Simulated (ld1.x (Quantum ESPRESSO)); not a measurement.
## Which change was made? (Co, RRKJ)

```json
{"Element": "Co (Z = 27)", "Generator": "ld1.x (Quantum ESPRESSO) 7.5", "Type": "norm-conserving RRKJ (Kleinman–Bylander form)", "Functional": "PBEsol", "Relativity": "scalar-relativistic", "Frozen core": "[Ne]", "Valence charge": "17", "Reference configuration": "3s2 3p6 3d7 4s2 4p0", "Partial waves": "3s (bound): rc 0.70 bohr; 3p (bound): rc 1.20 bohr; 3d (bound): rc 1.05 bohr", "Local potential": "the d channel", "Core correction": "none", "rho0": "0.02"}
```

Occupied shells without a wave of their own: 4s. They enter only through the test configuration that unscreens the potential.

Cutoffs, loose and tight: the cutoffs (Ry, on a coarse ladder) from which the occupation-weighted sum of valence levels, in a spherical-Bessel basis at the reference potential, stays within 10 and 1 mRy of its value at 400 Ry. They do not see the model core or the augmentation charge, which bear on the density cutoff. Test errors are all-electron minus pseudo excitation energies from the reference, over the configurations 3s2 3p6 3d7 4s1 4p0; 3s2 3p6 3d7 4s0 4p0; 3s2 3p6 3d6 4s0 4p0; 3s2 3p6 3d7.5 4s1.5 4p0; 3s2 3p6 3d8 4s0 4p0; 3s2 3p6 3d7 4s1.5 4p0; 3s2 3p6 3d7 4s1 4p1; variants that change the core or the reference have their own tests.

The base gives: outcome: generated; cutoff, loose: 300 Ry; cutoff, tight: over 300 Ry; bound ghosts: none; largest test error (meV): +29.

Task: After one change the result is: outcome: failed: compute_chi: n is too large. Which change was it?
A. core [Ar], valence charge 9; reference 3d7 4s2 4p0; waves now 4s (bound): rc 1.70 bohr; 4p (bound): rc 1.05 bohr; 3d (bound): rc 1.00 bohr; core correction a·sin(br)/r model core, default radius (core density twice the valence density)
B. non-relativistic
C. wave 3d (bound): rc 1.05 bohr becomes 3d (bound): rc 1.36 bohr
D. all radii scaled by about 1.06 (s 0.74, p 1.28, d 1.12 bohr)

Result: A. The others give: wave 3d (bound): rc 1.05 bohr becomes 3d (bound): rc 1.36 bohr → outcome: generated, misses its reference levels by 0.26 eV; cutoff, loose: 260 Ry; cutoff, tight: over 300 Ry; bound ghosts: none; largest test error (meV): +1182 | non-relativistic → outcome: generated; cutoff, loose: 260 Ry; cutoff, tight: over 300 Ry; bound ghosts: none; largest test error (meV): -37 | all radii scaled by about 1.06 (s 0.74, p 1.28, d 1.12 bohr) → outcome: generated; cutoff, loose: 260 Ry; cutoff, tight: over 300 Ry; bound ghosts: none; largest test error (meV): +215.
